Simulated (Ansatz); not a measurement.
Cartesian coordinates in Å:
```
F -1.8523 -0.9865 1.1662
Si -1.0885 0.3238 0.7729
F -0.6044 1.0600 2.0685
F -2.0408 1.2639 -0.0421
Sn 0.9423 -0.2800 -0.6684
F 0.4981 -1.1865 -2.2714
F 1.9581 1.2187 -1.2252
F 2.1876 -1.4133 0.1995
```

The species carries charge 0 and has multiplicity 1. Sn: def2 effective core potential.

**Question.** List the CAM-B3LYP/def2-TZVPP orbital energies in eV (Ansatz). (Estimate.)

**Answer.** The calculation gave: Occupied: -1805.49, -675.50, -675.50, -675.50, -673.43, -673.43, -673.43, -149.74, -143.08, -105.10, -105.10, -105.08, -98.00, -98.00, -97.97, -37.23, -36.46, -36.46, -34.73, -34.73, -34.30, -32.11, -32.11, -31.99, -31.19, -31.19, -19.69, -17.78, -17.63, -17.63, -16.70, -16.22, -16.22, -15.59, -15.59, -15.05, -14.58, -14.58, -14.23, -13.52, -13.52, -13.29, -13.29, -13.23, -11.85. Lowest empty: -1.38, -0.73, -0.73, 1.51, 2.34, 3.00, 3.00, 3.89.
